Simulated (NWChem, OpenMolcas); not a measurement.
# TlBr (SMILES [Br][Tl]): the vertical electron affinity from total energies

TlBr has 2 atoms, charge 0, and is taken as a singlet. SMILES: `[Br][Tl]`. Geometry: the measured bond length.

| atom | x (Å) | y (Å) | z (Å) |
| --- | --- | --- | --- |
| Br | 0.0000 | 0.0000 | 0.0000 |
| Tl | 0.0000 | 0.0000 | 2.6182 |

Both states at this one shape; open shells run unrestricted unless said. 1 Eh = 27.2114 eV.

```tsv
level	program	singlet TlBr (Eh)	doublet TlBr− (Eh)
TPSS/def2-TZVPPD (core potential)	NWChem	-2746.621327	-2746.628846
r2SCAN/def2-TZVPPD (core potential)	NWChem	-2746.823992	-2746.836919
BHLYP/def2-TZVPPD (core potential)	OpenMolcas	-2746.627655	-2746.636650
MP2/def2-TZVPPD (core potential), 13 core orbitals frozen	NWChem	-2744.658617	-2744.633211
```

**Question.** Work out the vertical electron affinity, E(N) − E(N+1), at each level.

**Answer.** 
1. TPSS/def2-TZVPPD (core potential): -2746.621327 − (-2746.628846) = 0.007519 Eh = 0.20 eV.
2. r2SCAN/def2-TZVPPD (core potential): -2746.823992 − (-2746.836919) = 0.012927 Eh = 0.35 eV.
3. BHLYP/def2-TZVPPD (core potential): -2746.627655 − (-2746.636650) = 0.008995 Eh = 0.24 eV.
4. MP2/def2-TZVPPD (core potential): -2744.658617 − (-2744.633211) = -0.025406 Eh = -0.69 eV.

No measured value is set beside it here; the levels span -0.69 to 0.35 eV. Spin-orbit coupling, which splits open shells on such heavy atoms by tenths of an eV, is left out. A negative affinity means an unbound electron, and its size is set by the basis.
